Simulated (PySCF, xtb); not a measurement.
C2H7BFNO, SMILES COCB(N)F. One conformer was computed; it need not be the lowest.

Harmonic wavenumbers (cm⁻¹) from GFN2-xTB (xtb) at its own minimum, in rising order: 62, 125, 143, 219, 335, 371, 397, 487, 574, 602, 751, 832, 845, 957, 1099, 1130, 1142, 1205, 1245, 1306, 1385, 1407, 1450, 1469, 1497, 1519, 2866, 2885, 2914, 2946, 3021, 3498, 3543.

What does r2SCAN-D4/def2-SVP run with PySCF 2.14.0 give at its own minimum? (The exact figures need the calculation; the answer reports its results.)

87, 139, 175, 249, 356, 400, 424, 491, 505, 648, 782, 868, 890, 962, 1140, 1174, 1206, 1238, 1288, 1382, 1409, 1426, 1455, 1459, 1486, 1586, 2951, 2973, 3016, 3056, 3130, 3599, 3717. Paired by order, the mean absolute difference is 49 cm⁻¹ and the zero-point energies are 63.2 and 65.3 kcal/mol.
